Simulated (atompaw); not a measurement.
## In: one change to a PAW (atompaw) potential, before and after

```
Element                 : indium
Generator               : atompaw 4.2.0.5
Type                    : PAW
Functional              : PBE
Relativity              : scalar-relativistic
Frozen core             : [Kr]
Valence charge          : 13
Reference configuration : 4d10 5s2 5p0 (charge +1)
Partial waves           : 5s (bound): rc 2.50 bohr; 5s channel at -0.3 Ry: rc 2.60 bohr; 5p (bound, empty): rc 2.60 bohr; 5p channel at 4.55 Ry: rc 2.60 bohr; 4d (bound): rc 2.60 bohr; 4d channel at 1.25 Ry: rc 1.05 bohr
Local potential         : bessel scheme, radius 1.80 bohr
Core correction         : smooth core density matched at 2.05 bohr
Augmentation charge     : sinc compensation charge, radius 2.45 bohr; PAW radius 2.60 bohr; waves and projectors: custom rrkj gramschmidtortho
```

All-electron outer shells of the reference configuration (PBE, scalar-relativistic, ld1.x):

```
shell  level (eV)  outermost node (bohr)  outermost maximum (bohr)
   4p      -85.60                   0.42                      0.82
   4d      -26.07                   0.40                      0.94
   5s      -14.92                   1.02                      2.11
   5p       -8.43                   1.14                      2.64
```

Change: waves 5s (bound); 5s channel at -0.3 Ry; 5p (bound); 5p channel at 4.55 Ry; 4d (bound); 4d channel at 1.25 Ry; augmentation sinc compensation charge, radius 2.45 bohr; PAW radius 2.60 bohr; waves and projectors: bloechl.

Cutoffs: the cutoffs (Ry, on a coarse ladder) from which the occupation-weighted sum of valence levels, in a spherical-Bessel basis at the reference potential, stays within 10 and 1 mRy of its value at 400 Ry; they do not see the model core or the augmentation charge, which bear on the density cutoff.

What does the change do?

The potential gets harder (15 Ry and 25 Ry → 35 Ry and 40 Ry); a bound ghost appears in s, which as a rule spoils a file.

| quantity | base | changed |
| --- | --- | --- |
| cutoff, loose | 15 Ry | 35 Ry |
| cutoff, tight | 25 Ry | 40 Ry |
| loose cutoff by channel (10 mRy a level) | s 6 Ry, d 12 Ry | s 6 Ry, d 25 Ry |
| bound ghosts | none | s |
| s: phases at 2.61 bohr within 0.05 rad from the reference energy up to (Ry; the scan ends near 5) | 2.7 | 2.8 |
| p: phases at 2.61 bohr within 0.05 rad from the reference energy up to (Ry; the scan ends near 5) | to the end of the scan | to the end of the scan |
| d: phases at 2.61 bohr within 0.05 rad from the reference energy up to (Ry; the scan ends near 5) | to the end of the scan | to the end of the scan |
| lowest overlap eigenvalue by channel | s 0.10, p 0.81, d 0.72 | s 0.00, p 0.62, d 0.91 |

 A true bound ghost makes a file unfit for plane-wave use even where its test errors are small: the radial tests pick states by their node count and pass the ghost by. The cutoffs see the waves, projectors and local potential, not the compensation charge or the core.
